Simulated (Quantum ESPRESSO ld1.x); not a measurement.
The numbers below are computed, except where a source is named.
Question: The mean radii <r> (bohr) of the occupied orbitals of an atom or ion are listed with their occupations. Level of theory: non-relativistic Kohn-Sham, PBE, spin-unpolarised, spherical densities, point nucleus (ld1.x of Quantum ESPRESSO 7.5).

orbital  occ.      <r>
1s          2  0.02530
2s          2   0.1081
2p          6  0.09183
3s          2   0.2816
3p          6   0.2714
3d         10   0.2426
4s          2   0.6336
4p          6   0.6497
4d         10   0.6893
5s          2    1.451
5p          6    1.590
4f          1   0.8314
5d          2    2.053

Name the element and its charge.

Answer: Z = 60, neodymium, charge +3: Nd3+ in [Xe] 4f1 5d2. The 1s radius gives Z: for a bare nucleus <r> = 1.5/Z, 0.025 bohr for Z = 60, and screening makes it slightly larger (0.02530 here). The occupations add up to 57, and the charge is Z minus that.
